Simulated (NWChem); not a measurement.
System: CH$_{5}$ClOSi; SMILES C[SiH](O)Cl

NWChem printed, in part:

```
             Northwest Computational Chemistry Package (NWChem) 7.3.0
             --------------------------------------------------------

                             Geometry "geometry" -> ""
                             -------------------------

 Output coordinates in angstroms (scale by  1.889725989 to convert to a.u.)

  No.       Tag          Charge          X              Y              Z
 ---- ---------------- ---------- -------------- -------------- --------------
    1 Si                  14.0000    -0.11051152    -0.39549114     0.38689944
    2 C                    6.0000     1.32831148    -1.39862114    -0.26664056
    3 O                    8.0000    -1.56343252    -0.78066014    -0.35695456
    4 Cl                  17.0000     0.19903848     1.59907586    -0.09460556
    5 H                    1.0000    -0.21083552    -0.50643914     1.88449844
    6 H                    1.0000     1.21133048    -2.47287514    -0.01217256
    7 H                    1.0000     2.28367548    -1.04508014     0.17143444
    8 H                    1.0000     1.39187148    -1.30661614    -1.36935456
    9 H                    1.0000    -1.97494352    -1.67939514    -0.02722356

 Effective nuclear repulsion energy (a.u.)     221.3541520028

                                Z-matrix (autoz)
                                --------

 Units are Angstrom for bonds and degrees for angles

      Type          Name      I     J     K     L     M      Value
      ----------- --------  ----- ----- ----- ----- ----- ----------
    1 Stretch                  1     2                       1.87179
    2 Stretch                  1     3                       1.67710
    3 Stretch                  1     4                       2.07508
    4 Stretch                  1     5                       1.50505
    5 Stretch                  2     6                       1.11016
    6 Stretch                  2     7                       1.10888
    7 Stretch                  2     8                       1.10837
    8 Stretch                  3     9                       1.04201
    9 Bend                     1     2     6               110.95014
   10 Bend                     1     2     7               110.69946
   11 Bend                     1     2     8               110.30182
   12 Bend                     1     3     9               113.56975
   13 Bend                     2     1     3               112.82980
   14 Bend                     2     1     4               108.62902
   15 Bend                     2     1     5               111.04842
   16 Bend                     3     1     4               104.30413
   17 Bend                     3     1     5               111.50993
   18 Bend                     4     1     5               108.16130
   19 Bend                     6     2     7               107.98355
   20 Bend                     6     2     8               108.32547
   21 Bend                     7     2     8               108.49199
   22 Torsion                  2     1     3     9          76.07315
   23 Torsion                  3     1     2     6         -65.96387
   24 Torsion                  3     1     2     7         174.16295
   25 Torsion                  3     1     2     8          54.07658
   26 Torsion                  4     1     2     6         178.89805
   27 Torsion                  4     1     2     7          59.02487
   28 Torsion                  4     1     2     8         -61.06150
   29 Torsion                  4     1     3     9        -166.21555
   30 Torsion                  5     1     2     6          60.07078
   31 Torsion                  5     1     2     7         -59.80240
   32 Torsion                  5     1     2     8        -179.88877
   33 Torsion                  5     1     3     9         -49.71330

  pbe96 is a nonlocal functional; adding pw91lda local functional.

                           NWChem Geometry Optimization
                           ----------------------------

 maximum gradient threshold         (gmax) =   0.000015
 rms gradient threshold             (grms) =   0.000010
 maximum cartesian step threshold   (xmax) =   0.000060
 rms cartesian step threshold       (xrms) =   0.000040
 fixed trust radius                (trust) =   0.300000
 source of zmatrix                         =   autoz

          -------------------
          Energy Minimization
          -------------------

 Using diagonal initial Hessian
 Scaling for Hessian diagonals: bonds = 1.00  angles = 0.25  torsions = 0.10

          --------
          Step   0

                                 NWChem DFT Module
                                 -----------------

 Summary of "ao basis" -> "ao basis" (spherical)
 ------------------------------------------------------------------------------
       Tag                 Description            Shells   Functions and Types
 ---------------- ------------------------------  ------  ---------------------
 Si                         def2-svp                 8       18   4s3p1d
 C                          def2-svp                 6       14   3s2p1d
 O                          def2-svp                 6       14   3s2p1d
 Cl                         def2-svp                 8       18   4s3p1d
 H                          def2-svp                 3        5   2s1p

            General Information
            -------------------
          SCF calculation type: DFT
          Wavefunction type:  closed shell.
          No. of atoms     :     9
          No. of electrons :    50
           Alpha electrons :    25
            Beta electrons :    25
          Charge           :     0
          Spin multiplicity:     1
          Use of symmetry is: off; symmetry adaption is: off
          Maximum number of iterations: 150
          AO basis - number of functions:    89
                     number of shells:    43
          Convergence on energy requested:  1.00D-06
          Convergence on density requested:  1.00D-05
          Convergence on gradient requested:  5.00D-04

              XC Information
              --------------
          PerdewBurkeErnzerhof Exchange Functional  1.000
            Perdew 1991 LDA Correlation Functional  1.000 local
           PerdewBurkeErnz. Correlation Functional  1.000 non-local

             Grid Information
             ----------------
          Grid used for XC integration:  fine
          Radial quadrature: Mura-Knowles
          Angular quadrature: Lebedev.
          Tag              B.-S. Rad. Rad. Pts. Rad. Cut. Ang. Pts.
          ---              ---------- --------- --------- ---------
          Si                  1.10      123           9.0       770
          C                   0.70       70          10.0       590
          O                   0.60       70          11.0       590
          Cl                  1.00      123          11.0       770
          H                   0.35       60          11.0       590
          Grid pruning is: on
          Number of quadrature shells:   686
          Spatial weights used:  Erf1

           DFT-D3BJ Model
          s6 scale factor  :        1.000000000000
          s8 scale factor  :        0.787500000000
          a1 parameter     :        0.428900000000
          a2 parameter     :        4.440700000000
              vdW contrib  :       -0.006879715477

      Superposition of Atomic Density Guess
      -------------------------------------

 Sum of atomic energies:        -862.87442297

      Non-variational initial energy
      ------------------------------

 Total energy =    -864.262848
 1-e energy   =   -1631.924300
 2-e energy   =     546.307300
 HOMO         =      -0.360402
 LUMO         =       0.056256

[...]

      ----------------------
      Optimization converged
      ----------------------

  Step       Energy      Delta E   Gmax     Grms     Xrms     Xmax
  ---- ---------------- -------- -------- -------- -------- --------
@   35    -865.33742277 -9.4D-09  0.00000  0.00000  0.00002  0.00005
                                     ok       ok       ok       ok

                                Z-matrix (autoz)
                                --------

 Units are Angstrom for bonds and degrees for angles

      Type          Name      I     J     K     L     M      Value     Gradient
      ----------- --------  ----- ----- ----- ----- ----- ---------- ----------
    1 Stretch                  1     2                       1.86247    0.00000
    2 Stretch                  1     3                       1.67361   -0.00000
    3 Stretch                  1     4                       2.09471    0.00000
    4 Stretch                  1     5                       1.50232   -0.00000
    5 Stretch                  2     6                       1.10884   -0.00000
    6 Stretch                  2     7                       1.10795    0.00000
    7 Stretch                  2     8                       1.10817    0.00000
    8 Stretch                  3     9                       0.97313   -0.00000
    9 Bend                     1     2     6               110.49381    0.00000
   10 Bend                     1     2     7               110.57207   -0.00000
   11 Bend                     1     2     8               110.11267    0.00000
   12 Bend                     1     3     9               115.52669   -0.00000
   13 Bend                     2     1     3               106.99692    0.00000
   14 Bend                     2     1     4               109.32122   -0.00000
   15 Bend                     2     1     5               113.32137   -0.00000
   16 Bend                     3     1     4               110.20985    0.00000
   17 Bend                     3     1     5               111.43364    0.00000
   18 Bend                     4     1     5               105.56545   -0.00000
   19 Bend                     6     2     7               108.63356   -0.00000
   20 Bend                     6     2     8               108.50973    0.00000
   21 Bend                     7     2     8               108.45795   -0.00000
   22 Torsion                  2     1     3     9        -179.34583   -0.00000
   23 Torsion                  3     1     2     6         -61.26662   -0.00000
   24 Torsion                  3     1     2     7         178.42752    0.00000
   25 Torsion                  3     1     2     8          58.58772    0.00000
   26 Torsion                  4     1     2     6         179.39477   -0.00000
   27 Torsion                  4     1     2     7          59.08891   -0.00000
   28 Torsion                  4     1     2     8         -60.75089   -0.00000
   29 Torsion                  4     1     3     9         -60.58209   -0.00000
   30 Torsion                  5     1     2     6          61.95569    0.00000
   31 Torsion                  5     1     2     7         -58.35017    0.00000
   32 Torsion                  5     1     2     8        -178.18997    0.00000
   33 Torsion                  5     1     3     9          56.27096    0.00000

                         Geometry "geometry" -> "geometry"
                         ---------------------------------

 Output coordinates in angstroms (scale by  1.889725989 to convert to a.u.)

  No.       Tag          Charge          X              Y              Z
 ---- ---------------- ---------- -------------- -------------- --------------
    1 Si                  14.0000    -0.09893119    -0.55443772     0.40501719
    2 C                    6.0000     1.41298183    -1.39943257    -0.27974312
    3 O                    8.0000    -1.42830663    -1.26688256    -0.32035853
    4 Cl                  17.0000    -0.02510530     1.48565742    -0.06440662
    5 H                    1.0000    -0.18991194    -0.62035368     1.90313024
    6 H                    1.0000     1.39907399    -2.48028817    -0.03257018
    7 H                    1.0000     2.33416447    -0.95153657     0.14257840
    8 H                    1.0000     1.44369243    -1.29101758    -1.38216702
    9 H                    1.0000    -2.29315334    -0.90781083    -0.05559940

 Effective nuclear repulsion energy (a.u.)     221.0135693120

                Final and change from initial internal coordinates
                --------------------------------------------------

                                Z-matrix (autoz)
                                --------

 Units are Angstrom for bonds and degrees for angles

[...]

 Rotational Constants
 --------------------
 A=   0.200307 cm-1  (  0.288190 K)
 B=   0.107123 cm-1  (  0.154122 K)
 C=   0.078115 cm-1  (  0.112387 K)

 Temperature                      =   298.15K
 frequency scaling parameter      =   1.0000

 Zero-Point correction to Energy  =   37.443 kcal/mol  (  0.059669 au)
 Thermal correction to Energy     =   41.437 kcal/mol  (  0.066033 au)
 Thermal correction to Enthalpy   =   42.029 kcal/mol  (  0.066977 au)

 Total Entropy                    =   78.494 cal/mol-K
   - Translational                =   39.578 cal/mol-K (mol. weight =  95.9798)
   - Rotational                   =   26.356 cal/mol-K (symmetry #  =        1)
   - Vibrational                  =   12.560 cal/mol-K

 Cv (constant volume heat capacity) =   21.381 cal/mol-K
   - Translational                  =    2.979 cal/mol-K
   - Rotational                     =    2.979 cal/mol-K
   - Vibrational                    =   15.423 cal/mol-K

[normal modes left out]

 ----------------------------------------------------------------------------
 Normal Eigenvalue ||           Projected Infra Red Intensities
  Mode   [cm**-1]  || [atomic units] [(debye/angs)**2] [(KM/mol)] [arbitrary]
 ------ ---------- || -------------- ----------------- ---------- -----------
    1       -0.000 ||    0.000126           0.003         0.122       0.030
    2       -0.000 ||    0.000014           0.000         0.014       0.003
    3       -0.000 ||    0.000219           0.005         0.213       0.052
    4        0.000 ||    0.000100           0.002         0.098       0.024
    5        0.000 ||    0.000255           0.006         0.249       0.061
    6        0.000 ||    0.000102           0.002         0.099       0.024
    7      135.800 ||    0.000929           0.021         0.906       0.223
    8      174.373 ||    0.011005           0.254        10.728       2.639
    9      222.195 ||    0.012942           0.299        12.616       3.103
   10      263.448 ||    0.015561           0.359        15.170       3.731
   11      300.960 ||    0.087900           2.028        85.689      21.076
   12      507.321 ||    0.069395           1.601        67.650      16.639
   13      649.771 ||    0.031278           0.722        30.492       7.500
   14      712.639 ||    0.072617           1.675        70.791      17.412
   15      725.137 ||    0.016305           0.376        15.895       3.910
   16      815.546 ||    0.044753           1.032        43.628      10.731
   17      834.415 ||    0.121462           2.802       118.407      29.124
   18      859.251 ||    0.255866           5.903       249.431      61.351
   19      927.169 ||    0.113157           2.611       110.311      27.132
   20     1222.803 ||    0.032973           0.761        32.144       7.906
   21     1376.038 ||    0.004827           0.111         4.706       1.157
   22     1377.377 ||    0.003123           0.072         3.045       0.749
   23     2168.258 ||    0.144730           3.339       141.090      34.703
   24     2984.566 ||    0.000217           0.005         0.212       0.052
   25     3087.922 ||    0.001225           0.028         1.195       0.294
   26     3093.890 ||    0.000612           0.014         0.597       0.147
   27     3765.341 ||    0.084355           1.946        82.233      20.226
 ----------------------------------------------------------------------------
```

Level: PBE-D3(BJ)/def2-SVP. 

**Question.** Which NWChem input produces such a log?

**Answer.** This is not unique; one that fits is the input that was run:
```
start job
memory heap 200 mb stack 900 mb global 1100 mb
geometry units angstroms noautosym
  Si    -0.098647    -0.386099     0.381007
  C      1.340176    -1.389229    -0.272533
  O     -1.551568    -0.771268    -0.362847
  Cl     0.210903     1.608468    -0.100498
  H     -0.198971    -0.497047     1.878606
  H      1.223195    -2.463483    -0.018065
  H      2.295540    -1.035688     0.165542
  H      1.403736    -1.297224    -1.375247
  H     -1.963079    -1.670003    -0.033116
end
basis spherical
  * library def2-svp
end
dft
  xc xpbe96 cpbe96
  disp vdw 4
  grid fine
  iterations 150
end
driver
  maxiter 120
  tight
end
task dft optimize
task dft freq
```
